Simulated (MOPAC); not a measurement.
MOPAC input (AM1):

```
AM1 PRECISE GNORM=0.05 LET XYZ GEO-OK AUX(PRECISION=9) THREADS=1
CLiN

Li   -0.00000000 1   -0.00000000 1   -1.86756700 1
C     0.00000000 1    0.00000000 1    1.06167000 1
N    -0.00000000 1   -0.00000000 1   -0.10961700 1
```

Output:

```
 *******************************************************************************
 **                                                                           **
 **                              MOPAC v23.2.5                                **
 **                                                                           **
 *******************************************************************************
 ** MOPAC's Digital Object Identifier: https://doi.org/10.5281/zenodo.6511958 **
 **                                                                           **
 ** Please cite the open-source release paper for use of this MOPAC version:  **
 ** J. E. Moussa and J. J. P. Stewart (2026)                                  **
 ** MOPAC: An open-source semiempirical molecular orbital program             **
 ** J. Open Source Softw., 11(119), 8025, https://doi.org/10.21105/joss.08025 **
 *******************************************************************************

                              AM1 CALCULATION RESULTS

 *******************************************************************************
 *  AM1        - The AM1 Hamiltonian to be used
 *  GEO-OK     - OVERRIDE INTERATOMIC DISTANCE AND OTHER SAFETY CHECKS
 *  LET        - OVERRIDE SOME SAFETY CHECKS
 *  PRECISE    - TIGHTER CRITERIA TO BE USED
 *  XYZ        - CARTESIAN COORDINATE SYSTEM TO BE USED
 *  GNORM      - EXIT WHEN GRADIENT NORM DROPS BELOW 0.050
 *  AUX        - OUTPUT AUXILIARY INFORMATION
 *******************************************************************************
AM1 PRECISE GNORM=0.05 LET XYZ GEO-OK AUX(PRECISION=9) THREADS=1
 CLiN

   ATOM   CHEMICAL          X               Y               Z
  NUMBER   SYMBOL      (ANGSTROMS)     (ANGSTROMS)     (ANGSTROMS)

     1      Li         -0.00000000  *  -0.00000000  *  -1.86756700  *
     2       C          0.00000000  *   0.00000000  *   1.06167000  *
     3       N         -0.00000000  *  -0.00000000  *  -0.10961700  *

          CARTESIAN COORDINATES

    NO.       ATOM           X           Y           Z

     1        Li         -0.0000     -0.0000     -1.8676
     2         C          0.0000      0.0000      1.0617
     3         N         -0.0000     -0.0000     -0.1096

 Li: (AM1): J. J. P. STEWART, J. MOL. MOD., 10, 155-164 (2004)
  C: (AM1): M.J.S. DEWAR ET AL, J. AM. CHEM. SOC. 107 3902-3909 (1985)
  N: (AM1): M.J.S. DEWAR ET AL, J. AM. CHEM. SOC. 107 3902-3909 (1985)

           Empirical Formula: C N Li  =     3 atoms

      MOLECULAR POINT GROUP   :   C*v

      RHF CALCULATION, NO. OF DOUBLY OCCUPIED LEVELS = 5

          Geometry optimization using EF

          DIAGONAL MATRIX USED AS START HESSIAN

 CYCLE:     1  GRAD.:    43.023 HEAT:  37.23170
 CYCLE:     2  GRAD.:   560.085 HEAT:  91.72289
 CYCLE:     3  GRAD.:    36.400 HEAT:  38.51083
 CYCLE:     4  GRAD.:    60.930 HEAT:  38.88800
 CYCLE:     5  GRAD.:    11.860 HEAT:  36.59989
 CYCLE:     6  GRAD.:     3.059 HEAT:  36.53220
 CYCLE:     7  GRAD.:     2.709 HEAT:  36.53037
 CYCLE:     8  GRAD.:     0.079 HEAT:  36.52958
 CYCLE:     9  GRAD.:     0.005 HEAT:  36.52958

     GRADIENT =  0.00451 IS LESS THAN CUTOFF =  0.05000

 -------------------------------------------------------------------------------
 AM1 PRECISE GNORM=0.05 LET XYZ GEO-OK AUX(PRECISION=9) THREADS=1
 CLiN

     GEOMETRY OPTIMISED USING EIGENVECTOR FOLLOWING (EF).
     SCF FIELD WAS ACHIEVED

                              AM1 CALCULATION
                                                       MOPAC v23.2.5 Linux

          FINAL HEAT OF FORMATION =         36.52958 KCAL/MOL =     152.83975 KJ/MOL

          COSMO AREA              =         90.81 SQUARE ANGSTROMS
          COSMO VOLUME            =         72.42 CUBIC ANGSTROMS

          GRADIENT NORM           =          0.00451          =       0.00261 PER ATOM
          IONIZATION POTENTIAL    =          9.602632 EV
          HOMO LUMO ENERGIES (EV) =         -9.603  1.216
          NO. OF FILLED LEVELS    =          5
          MOLECULAR WEIGHT        =         32.9577         POINT GROUP:  C*v

          MOLECULAR DIMENSIONS (Angstroms)

            Atom       Atom       Distance
            C     2   Li     1     2.99664
            N     3   Li     1     0.00000
            C     2   Li     1     0.00000

          SCF CALCULATIONS        =         10

   ATOM   CHEMICAL          X               Y               Z
  NUMBER   SYMBOL      (ANGSTROMS)     (ANGSTROMS)     (ANGSTROMS)

     1      Li         -0.00000000  *   0.00000000  *  -1.91302293  *
     2       C         -0.00000000  *   0.00000000  *   1.08361897  *
     3       N          0.00000000  *  -0.00000000  *  -0.09794576  *

                             CARTESIAN COORDINATES

   1   Li       -0.000000000     0.000000000    -1.913022927
   2    C       -0.000000000     0.000000000     1.083618971
   3    N        0.000000000    -0.000000000    -0.097945757

           Empirical Formula: C N Li  =     3 atoms

      MOLECULAR POINT GROUP   :   C*v

                  EIGENVALUES
 -33.89296 -16.40688 -11.16263 -11.16263  -9.60263   1.21596   3.24171   3.24171
   4.42792   4.78268   4.78268   9.01372

              NET ATOMIC CHARGES AND DIPOLE CONTRIBUTIONS

  ATOM NO.   TYPE          CHARGE      No. of ELECS.   s-Pop       p-Pop
    1         Li           0.599172        0.4008     0.14078     0.26005
    2          C          -0.109385        4.1094     1.77019     2.33919
    3          N          -0.489788        5.4898     1.63792     3.85187
 DIPOLE           X         Y         Z       TOTAL
 POINT-CHG.    -0.000     0.000    -5.844     5.844
 HYBRID        -0.000    -0.000    -2.560     2.560
 SUM           -0.000    -0.000    -8.405     8.405

          ATOMIC ORBITAL ELECTRON POPULATIONS

     Atom    s        px        py        pz
    1 Li   0.14078   0.03034   0.03034   0.19936
    2  C   1.77019   0.65609   0.65609   1.02701
    3  N   1.63792   1.31357   1.31357   1.22473

 **********************
 *                    *
 * JOB ENDED NORMALLY *
 *                    *
 **********************

 == MOPAC DONE ==
```

The geometry given is a B3LYP-D3(BJ)/def2-TZVP minimum.
